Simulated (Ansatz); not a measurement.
Reactions of CH8AlFSi2 (`C[SiH2][Al]([F])[SiH3]`).

Isolated molecules relaxed with PBE0-D4/def2-TZVP in Ansatz; ΔE leaves out vibrations. CCSD(T)/CBS adds triple-zeta CCSD(T) − MP2 to the extrapolated MP2 energy (def2 sets, frozen cores). This one scheme is used for every species. DFT in def2-TZVPP. For Ge, Se, Zn outer-core shells are correlated without core-valence functions, which leaves a few kJ/mol of doubt a bond. Scalar relativity is left out up to krypton. Each species was taken in one conformer, which may not be the lowest.

| reaction | ωB97M-V (kJ/mol) | CCSD(T)/CBS(def2) (kJ/mol) |
| --- | --- | --- |
| `C[SiH2][Al]([F])[SiH3]` + `[NH2][Zn][OH]` → `[NH2][Zn][O][SiH3]` + `C[SiH2][AlH][F]` | -105 | -101 |
| `C[SiH2][Al]([F])[SiH3]` + H₂ → `C[SiH2][AlH][F]` + SiH₄ | -19 | -12 |
| `C[SiH2][Al]([F])[SiH3]` + `[OH][Ge][OH]` → `[OH][Ge][O][SiH3]` + `C[SiH2][AlH][F]` | -102 | -99 |
| `C[SiH2][Al]([F])[SiH3]` → `C[SiH2][AlH][F]` + `[SiH2]` | 234 | 244 |
| `C[SiH2][Al]([F])[SiH3]` + H₂Se → `[SiH3][SeH]` + `C[SiH2][AlH][F]` | -55 | -52 |
| `C[SiH2][Al]([F])[SiH3]` + H₂O → `[OH][Al]([F])[SiH3]` + `C[SiH3]` | -153 | -145 |
| `C[SiH2][Al]([F])[SiH3]` + H–F → `C[SiH2][Al]([F])[F]` + SiH₄ | -196 | -189 |

Largest T1 diagnostic: 0.017, for `[NH2][Zn][OH]`.
